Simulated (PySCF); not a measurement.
Two-dimensional NMR puzzle

Compound of formula C5H13NSi2. Correlations simulated from computed shifts and the bond graph:

HSQC (one-bond C–H):
```csv
δH,δC
5.90,146.3
5.57,120.7
5.42,120.7
2.75,41.5
1.36,27.2
1.16,18.3
0.79,18.3
```

COSY cross peaks (H two or three bonds apart, from the bond graph; peaks can be absent where the dihedral angle is near 90°):
```csv
δH,δH
5.90,5.57
5.90,5.42
5.90,1.36
5.57,5.42
2.75,1.36
2.75,1.16
2.75,0.79
1.36,1.16
1.36,0.79
1.16,0.79
```

HMBC (two and three bonds, from the bond graph):
```csv
δH,δC
5.90,"120.7, 41.5, 27.2, 18.3"
5.57,"146.3, 27.2"
5.42,"146.3, 27.2"
4.72,41.5
2.75,"146.3, 27.2, 18.3"
1.36,"146.3, 120.7, 41.5, 18.3"
1.16,"146.3, 41.5, 27.2"
0.79,"146.3, 41.5, 27.2"
```

Theoretical values (PySCF): GFN2-xTB geometry, shielding tensors at PBE0/pcSseg-1 (GIAO). One computed conformer, relativity neglected, in vacuum, averaged over atoms made equivalent by symmetry, fast rotation or ring inversion.

Referencing at the same level of theory: TMS for 1H (31.72 ppm), 13C (186.93 ppm).

Exchangeable hydrogens are left out of these lists.

Q: Assemble the structure.

A: SMILES C=C[C@@H]1C[C@@H]1N([SiH3])[SiH3].

Mapped SMILES: `[CH2:1]=[CH:2][C@@H:3]1[CH2:4][C@@H:5]1[N:6]([SiH3:7])[SiH3:8]`. Each H is labelled by its parent atom. Ha(C4) is cis to C2 on the ring; Ha(C1) is cis to C3; Hb(C4) is trans to C2 on the ring; Hb(C1) is trans to C3.

- δC 146.3 is C2, an alkene CH (δH 5.90).
- δC 120.7 is C1, a terminal =CH2 carbon (δH 5.42, 5.57).
- δC 41.5 is C5, a three-membered-ring carbon (δH 2.75).
- δC 27.2 is C3, a three-membered-ring carbon (δH 1.36).
- δC 18.3 is C4, a three-membered-ring carbon (δH 0.79, 1.16).
- COSY links 5.90–5.57, 5.90–5.42, 5.90–1.36, 5.57–5.42, 2.75–1.36, 2.75–1.16.

The data come from this structure; uniqueness wasn't tested.

Shifts are as computed. Against solution values, carbons near 30 ppm lie about +3 ppm off and those near 130 ppm about +5 ppm. Of 1211 compounds with measured shifts, 218 miss one by over three times the rms of a fit or turn the order of signals round; such compounds aren't used in these exercises.
